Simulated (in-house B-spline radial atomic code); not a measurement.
**Ionising Ni VI (Ni5+) with different functionals**

Computed with a radial B-spline atomic code at the basis-set limit: scalar-relativistic (spin-free X2C) Hamiltonian, Fermi nucleus of rms radius 3.7757 fm, spin-polarised at highest spin, spherical fractional occupations for the functionals, and exact exchange of hybrids averaged over the configuration. The ionisation energy is the difference of two self-consistent energies, [Ar] 3d5 → [Ar] 3d4, without Breit or QED terms; ε is the level of the shell that loses the electron (its least bound occupied spin orbital).

```csv
method,rung,ΔSCF (eV),-ε(3d) (eV)
PBE0,global hybrid,107.72,98.74
B3LYP,global hybrid,107.71,97.97
TPSSh,global hybrid,107.61,96.40
BHandHLYP,global hybrid,107.64,102.39
r2SCAN0,global hybrid,108.33,99.42
B97-1,global hybrid,107.56,97.97
HSE06,range-separated hybrid,107.65,98.26
wB97X,range-separated hybrid,107.24,100.59
CAM-B3LYP,range-separated hybrid,107.67,99.99
LC-wPBE,range-separated hybrid,107.60,100.59
```

(1) Among the functionals, which spreads more, the ΔSCF values or the orbital energies?

(2) How do they compare with the NIST value?

## Answers

(1) The orbital energies: ΔSCF values span about 1.09 eV and the orbital energies 5.99 eV; here energy differences depend much less on the functional than eigenvalues do.

(2) NIST lists 108 eV ± 1 (semi-empirical, ground level to ground level). Errors run from -0.76 to +0.33 eV; all lie within about twice that uncertainty, so the table can't rank the methods.
